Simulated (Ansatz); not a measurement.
System (SMILES): [GaH] (GaH) (closed-shell singlet).
Atoms: Ga1, H2. Bonds: Ga1-H2.

Basis-set convergence of the highest harmonic wavenumber at HF with Ansatz (an electronic-structure program). Each level at its own minimum, finite differences of forces, unscaled; the reference is a large set that could be run, not a limit. All functions are spherical. The program fits the integrals of some runs and decomposes those of others, by size. No added dispersion term, no relativity. Reference: the value in def2-QZVPPD, 1666 cm⁻¹. Deviations are taken from unrounded values.

```
basis        functions  highest harmonic wavenumber (cm⁻¹)
-----------  ---------  ----------------------------------
cc-pVDZ             32                                1664
aug-cc-pVDZ         45                                1647
pcseg-1             32                                1687
aug-pcseg-1         45                                1685
def2-SVP            37                                1691
def2-SVPD           46                                1681
def2-TZVP           54                                1674
def2-TZVPD          63                                1675
cc-pVTZ             57                                1661
aug-cc-pVTZ         82                                1654
pcseg-2             57                                1652
aug-pcseg-2         82                                1661
def2-TZVPP          62                                1665
def2-TZVPPD         71                                1667
def2-QZVPP         119                                1666
def2-QZVPPD        128                                1666
```

What the diffuse functions change, pair by pair:
- cc-pVDZ to aug-cc-pVDZ: 13 more functions, deviation -2 to -19 cm⁻¹
- pcseg-1 to aug-pcseg-1: 13 more functions, deviation 21 to 19 cm⁻¹
- def2-SVP to def2-SVPD: 9 more functions, deviation 25 to 15 cm⁻¹
- def2-TZVP to def2-TZVPD: 9 more functions, deviation 8 to 9 cm⁻¹
- cc-pVTZ to aug-cc-pVTZ: 25 more functions, deviation -5 to -12 cm⁻¹
- pcseg-2 to aug-pcseg-2: 25 more functions, deviation -14 to -5 cm⁻¹
- def2-TZVPP to def2-TZVPPD: 9 more functions, deviation -1 to 1 cm⁻¹
- def2-QZVPP to def2-QZVPPD: 9 more functions, deviation 1 to 0 cm⁻¹

Leaving out the reference's own pair, they bring the value nearer the reference by more than 1 cm⁻¹ in 3 of 7 pairs.
